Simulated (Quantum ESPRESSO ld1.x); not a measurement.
Task: The antimony ion Sb4+, configuration [Ar] 3d10 4s2 4p5.5 4d10 5s1 5d0.5 (fractional occupations, a model configuration). All-electron calculation, scalar-relativistic Kohn-Sham, LDA (Slater exchange, Perdew-Wang correlation), spin-polarised, spherical densities, point nucleus; open shells are filled with parallel spins first. Program: ld1.x of Quantum ESPRESSO 7.5. Some entries of the table are withheld. Estimate them.

orbital  occ.  eigenvalue (eV)  <1/r> (bohr^-1)
1s up       1         -30322.9            54.27
1s down     1         -30322.7            54.27
2s up       1         -4658.07            12.40
2s down     1         -4657.90            12.40
2p up       3         -4189.57            11.91
2p down     3         -4189.36            11.91
3s up       1         -953.202            4.416
3s down     1         -952.958            4.417
3p up       3         -800.437            4.206
3p down     3         -800.177            4.206
3d up       5         -566.578            3.976
3d down     5         -566.322            3.976
4s up       1         -197.731            1.771
4s down     1         -196.994            1.770
4p up       3              (1)            1.616
4p down   2.5              (2)            1.617
4d up       5              (3)            1.329
4d down     5              (4)            1.332
5s up       1         -53.4825           0.6845
5s down     0         -51.8490           0.6886
5d up     0.5         -27.0188           0.4571
5d down     0         -25.5458           0.4455

Result: 
(1) 4p up eigenvalue (eV): -150.553
(2) 4p down eigenvalue (eV): -149.812
(3) 4d up eigenvalue (eV): -81.5604
(4) 4d down eigenvalue (eV): -80.7510
